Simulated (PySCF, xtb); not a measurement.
Al(F)(SeH)2 (AlFH2Se2), SMILES [SeH][Al]([SeH])[F]. Other conformers were not sampled.

Harmonic wavenumbers (cm⁻¹) from GFN2-xTB (xtb) at its own minimum, in rising order: 73, 83, 120, 136, 194, 265, 428, 488, 501, 794, 1988, 2009.

Question: What does PBE0-D3(BJ)/def2-SVP run with PySCF 2.14.0 give at its own minimum? (The exact figures need the calculation; the answer reports its results.)

Answer: 95, 154, 159, 186, 246, 275, 480, 601, 615, 876, 2452, 2456. Paired by order, the mean absolute difference is 126 cm⁻¹ and the zero-point energies are 10.1 and 12.3 kcal/mol.
